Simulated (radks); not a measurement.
Task: The thallium ion Tl3+ is in [Xe] 4f14 5d10. Calculated with a radial shooting solver on a logarithmic mesh with Libxc functionals: scalar-relativistic Kohn-Sham, BLYP, spin-polarised, spherical densities, finite nucleus; Fermi nuclear charge, rms radius of each element as measured or else 0.836 A^(1/3) + 0.57 fm. Open shells are filled with parallel spins first. One electron is removed from 5d, 5s, 4f, 5p in turn, with full relaxation. Which removal costs least, and what does each cost?

Result: 5d 51.443 eV; 5p 113.85 eV; 4f 157.94 eV; 5s 169.42 eV. The 5d electron leaves first.
